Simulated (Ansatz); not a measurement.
Input for Ansatz (a quantum-chemistry and plane-wave program): U-CCSD(T)/cc-pVTZ on CH5BO (SMILES BOC), a point of a bond scan (R = 2.385 Å).

Ansatz 0.2 input:
```yaml
crystal:
  periodic: [false, false, false]
  atoms:
    - {symbol: B, position_ang: [-0.29601612, 0.11287921, 1.27194518]}
    - {symbol: H, position_ang: [-2.07224454, 0.94043461, 2.63105590]}
    - {symbol: H, position_ang: [0.69681460, -0.37886937, 1.73084670]}
    - {symbol: O, position_ang: [-0.44734906, 0.21797670, -0.05665238]}
    - {symbol: C, position_ang: [0.53525936, -0.23564232, -0.98322630]}
    - {symbol: H, position_ang: [1.39622510, -0.66492676, -0.46632952]}
    - {symbol: H, position_ang: [0.08263230, -0.98692983, -1.63070172]}
    - {symbol: H, position_ang: [0.85577534, 0.60971339, -1.59246502]}
basis:
  gaussian:
    orbitals: cc-pVTZ
correlation: {method: ccsd_t, electrons: outside_noble_gas}
scf: {omitted_lower_state_checks: [cluster_reference]}
magnetization: {spin_polarized: true, initial_magnetization: 0}
```

Program output:

```
WARN ansatz: RAYON_NUM_THREADS=1 ignored (pool sized by the plan → 1); use --threads N
Functional definition: HF
these checks for a lower state are left out or cut short: cluster_reference
integrals: 0.69 GiB planned
909 factors; integrals over basis functions are off by at most 1.4e-3 eV
mean field: 0.43 GiB planned
mean field evaluation 1: about -3814.0112 eV, gradient 2.1e1 eV
mean field evaluation 2: about -3814.0120 eV, gradient 2.1e1 eV
mean field evaluation 4: about -3816.2066 eV, gradient 2.8e0 eV
mean field evaluation 8: about -3816.2564 eV, gradient 3.0e-4 eV
mean field evaluation 16: about -3817.0106 eV, gradient 1.3e-1 eV
mean field evaluation 32: about -3817.0111 eV, gradient 1.5e-6 eV
mean field -3817.01105870 eV, -140.2725691443 hartree, gradient 5.9e-6 eV, S^2 0.725250; 4 other end points of the search recorded, 0 dependent functions left out
3 core orbitals not correlated
reference -3817.01105870 eV, -140.2725691443 hartree; 9, 9 occupied and 148, 148 virtual orbitals, 909 factors
second order -13.54353582 eV of doubles, -0.00000000 eV of singles
coupled cluster: 1.88 GiB planned
cycle   1  -13.82872746 eV  change   -2.9e-1 eV  update   9.3e-2
cycle   2  -14.22586926 eV  change   -4.0e-1 eV  update   4.2e-2
cycle   3  -14.37871797 eV  change   -1.5e-1 eV  update   3.5e-2
cycle   4  -14.42179812 eV  change   -4.3e-2 eV  update   2.8e-2
cycle   5  -14.55211891 eV  change   -1.3e-1 eV  update   2.3e-2
cycle   6  -14.65865692 eV  change   -1.1e-1 eV  update   1.5e-2
cycle   7  -14.69464988 eV  change   -3.6e-2 eV  update   6.9e-3
cycle   8  -14.70664620 eV  change   -1.2e-2 eV  update   2.6e-3
cycle   9  -14.71072572 eV  change   -4.1e-3 eV  update   9.1e-4
cycle  10  -14.70964848 eV  change    1.1e-3 eV  update   3.4e-4
cycle  11  -14.71003224 eV  change   -3.8e-4 eV  update   1.4e-4
cycle  12  -14.71020553 eV  change   -1.7e-4 eV  update   6.5e-5
cycle  13  -14.71020535 eV  change    1.9e-7 eV  update   2.0e-5
coupled cluster: 1.89 GiB planned
perturbative correction -0.63232682 eV, -0.0232375821 hartree
Total energy: -3832.35359087 eV, -140.8363968019 hartree
Checks for a lower state left out: cluster_reference
```

The run converged. Its determinant has ⟨S²⟩ = 0.73, a mixture of spin states.

Cost: roughly 60 core-seconds.
